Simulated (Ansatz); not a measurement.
(F)3Zr-NH-SiH3 (ZrSiNF3H4). Total charge 0; singlet. Geometry PBE0-D4/def2-SVP.

```tsv
atom	x (Å)	y (Å)	z (Å)
Zr1	0.305	0.928	-1.363
F2	2.165	1.189	-1.037
F3	0.111	-0.484	-2.629
F4	-0.541	2.528	-1.947
N5	-0.588	0.378	0.370
Si6	-0.145	-1.050	1.281
H7	-1.343	0.934	0.773
H8	0.349	-0.722	2.653
H9	0.962	-1.680	0.496
H10	-1.274	-2.022	1.403
```

In the def2 sets Zr takes a core potential, while STO-3G treats all electrons; there is no spin–orbit coupling. HSE06 is defined as in plane-wave codes, on full-range PBE exchange.

**Question.** Estimate the orbital energies around the gap (eV) in Ansatz with HF/STO-3G, r2SCAN-D4/def2-TZVPD, B97M-V/def2-TZVP, PBE0-D4/def2-SVP, HSE06-D4/def2-TZVP.

**Answer.** 
```tsv
orbital	HF/STO-3G	r2SCAN-D4/def2-TZVPD	B97M-V/def2-TZVP	PBE0-D4/def2-SVP	HSE06-D4/def2-TZVP
HOMO−5	-11.50	-10.21	-10.35	-11.59	-11.31
HOMO−4	-11.49	-10.12	-10.24	-11.48	-11.22
HOMO−3	-11.46	-9.56	-9.65	-10.68	-10.29
HOMO−2	-11.11	-9.36	-9.37	-10.43	-10.03
HOMO−1	-10.08	-8.70	-8.77	-9.72	-9.35
HOMO	-7.90	-7.20	-7.28	-8.16	-7.85
LUMO	7.41	-1.88	-1.89	-1.07	-1.57
LUMO+1	8.01	-1.46	-1.43	-0.63	-1.13
LUMO+2	8.66	-0.95	-1.32	-0.49	-1.01
LUMO+3	8.80	-0.68	-0.81	0.08	-0.48
LUMO+4	9.21	-0.49	-0.63	0.25	-0.28
LUMO+5	10.48	-0.26	-0.36	0.49	-0.04
```
